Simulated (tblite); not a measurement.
Compound: C3H10AsBN2.
Numbering: `[CH3:1][C:2]#[N+:3][B@@H-:4]([AsH2:5])[NH:6][CH3:7]` (hydrogens: H8, H9, H10 on C1; H11 on B4; H12, H13 on As5; H14 on N6; H15, H16, H17 on C7)
Bond orders are those of one Lewis drawing.

Computed with GFN2-xTB (tblite), gas phase: L-BFGS steps from a force-field or distance-geometry start until the largest atomic force falls under 0.01 eV/Å.

Step 9: E = -569.5858 eV
```
atom  x, y, z in Å  |  force x, y, z in eV/Å
C1      2.9033   -0.4536    0.3656    0.040  -0.025   0.020
C2      1.5234   -0.0707    0.3726    0.059   0.046  -0.030
N3      0.4172    0.2671    0.4201    0.071   0.041   0.034
B4     -1.0012    0.6374    0.3478   -0.128  -0.090  -0.050
As5    -1.1033    2.6759   -0.0793    0.128   0.014  -0.021
N6     -1.6883   -0.1568   -0.7319    0.051  -0.060   0.063
C7     -1.9636   -1.5378   -0.4091   -0.013   0.022   0.017
H8      3.0158   -1.4575   -0.0470   -0.032   0.020  -0.026
H9      3.2636   -0.4614    1.3952    0.019   0.002   0.013
H10     3.5154    0.2419   -0.2131   -0.101   0.007  -0.014
H11    -1.4442    0.4237    1.4335   -0.070   0.037   0.011
H12     0.0148    3.0280    0.8805    0.013   0.078   0.020
H13    -0.0579    2.6516   -1.1798   -0.004   0.004  -0.030
H14    -1.2540   -0.0871   -1.6460    0.050   0.034   0.039
H15    -1.0515   -2.1321   -0.2063   -0.111  -0.020  -0.085
H16    -2.5673   -1.5357    0.4982   -0.032  -0.139  -0.004
H17    -2.5292   -2.0209   -1.2111    0.061   0.029   0.045
```

Step 10: E = -569.5890 eV
```
atom  x, y, z in Å  |  force x, y, z in eV/Å
C1      2.9049   -0.4544    0.3662   -0.017   0.000   0.002
C2      1.5250   -0.0690    0.3717    0.101   0.020  -0.008
N3      0.4199    0.2691    0.4240   -0.068   0.062   0.024
B4     -1.0060    0.6363    0.3477   -0.013  -0.074  -0.006
As5    -1.1018    2.6750   -0.0798    0.144   0.033  -0.028
N6     -1.6863   -0.1592   -0.7319    0.056  -0.050   0.084
C7     -1.9641   -1.5393   -0.4075    0.004   0.015  -0.018
H8      3.0130   -1.4581   -0.0492   -0.012   0.037  -0.006
H9      3.2626   -0.4605    1.3973    0.028  -0.008  -0.022
H10     3.5113    0.2440   -0.2150   -0.069  -0.013   0.001
H11    -1.4454    0.4237    1.4367   -0.065   0.037  -0.030
H12     0.0178    3.0319    0.8790   -0.004   0.063   0.015
H13    -0.0542    2.6541   -1.1811   -0.022  -0.007  -0.016
H14    -1.2529   -0.0843   -1.6469    0.027   0.002   0.074
H15    -1.0540   -2.1384   -0.2090   -0.102   0.000  -0.060
H16    -2.5696   -1.5396    0.4993   -0.007  -0.121  -0.027
H17    -2.5271   -2.0193   -1.2115    0.018   0.006   0.021
```

Problem. Estimate the geometry and energy of step 11. (The exact step hangs on the optimiser's Hessian estimate; all steps are aligned on step 10, rigid shifts and turns removed.)

Solution. E = -569.5916 eV, largest force 0.133 eV/Å
```
atom  x, y, z in Å  |  force x, y, z in eV/Å
C1      2.9057   -0.4550    0.3667   -0.053   0.021  -0.011
C2      1.5267   -0.0669    0.3709    0.065   0.013   0.018
N3      0.4219    0.2718    0.4280   -0.120   0.055   0.019
B4     -1.0100    0.6338    0.3478    0.087  -0.017   0.046
As5    -1.0976    2.6750   -0.0808    0.109   0.035  -0.024
N6     -1.6830   -0.1622   -0.7302    0.039  -0.023   0.071
C7     -1.9645   -1.5406   -0.4066    0.002  -0.011  -0.035
H8      3.0104   -1.4578   -0.0512    0.003   0.034   0.005
H9      3.2621   -0.4598    1.3984    0.036  -0.015  -0.040
H10     3.5065    0.2455   -0.2166   -0.025  -0.016   0.002
H11    -1.4476    0.4243    1.4389   -0.061   0.035  -0.052
H12     0.0203    3.0365    0.8776    0.000   0.049   0.017
H13    -0.0512    2.6564   -1.1823   -0.011  -0.017  -0.020
H14    -1.2519   -0.0819   -1.6460    0.014  -0.024   0.087
H15    -1.0582   -2.1442   -0.2123   -0.055  -0.006  -0.031
H16    -2.5715   -1.5452    0.4994    0.003  -0.097  -0.032
H17    -2.5252   -2.0178   -1.2116   -0.032  -0.015  -0.021
```

The energy changes by -0.0026 eV. The first-order estimate −F·Δx gives -0.0037 eV and the mean of the old and new forces, exact on a quadratic surface, -0.0027 eV. The step makes an angle of 52° with the force vector and moves no atom by more than 0.008 Å.

What follows is the cost of the whole relaxation. On an Arm Neoverse N1 with one thread, no GPU, on a shared host, this took 0.93 s.
